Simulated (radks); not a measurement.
Valence configurations of Tm+ (all share [Xe]). All-electron calculation, Dirac Kohn-Sham, BLYP, spin-unpolarised, spherical densities, finite nucleus; open shells fill j = l - 1/2 first; Fermi nuclear charge, rms radius 5.2256 fm. Program: a radial shooting solver on a logarithmic mesh with Libxc functionals. Energies are relative to 4f13 6s1; eigenvalues in eV.

| valence | E (eV) | e(4f5/2) | e(4f7/2) | e(5d3/2) | e(6p1/2) | e(6s1/2) |
|---|---|---|---|---|---|---|
| 4f13 6s1 | 0.000 | -10.216 | -9.020 | - | - | -9.226 |
| 4f13.5 6s0.5 | 0.793 | -6.830 | -5.669 | - | - | -8.520 |
| 4f13 6s0.5 6p0.5 | 1.710 | -10.828 | -9.631 | - | -6.140 | -9.590 |
| 4f12.5 6s1 6p0.5 | 2.526 | -14.861 | -13.628 | - | -6.613 | -10.320 |
| 4f13 5d1 | 2.670 | -8.719 | -7.524 | -5.805 | - | - |
| 4f14 | 2.716 | -4.413 | -3.287 | - | - | - |
| 4f12 5d1 6s1 | 4.603 | -16.480 | -15.214 | -8.140 | - | -9.914 |
| 4f12 6s1 6p1 | 7.096 | -19.949 | -18.680 | - | -7.345 | -11.379 |
| 4f12 5d1 6p1 | 8.314 | -17.634 | -16.367 | -9.051 | -6.809 | - |
| 4f11 5d1 6s1 6p1 | 18.048 | -27.196 | -25.856 | -12.015 | -7.663 | -11.933 |

NIST lists [Xe] 4f13 6s1 as the ground configuration; this level of theory agrees among the configurations tried. The energies are those of spherical spin-averaged densities, not of single terms.
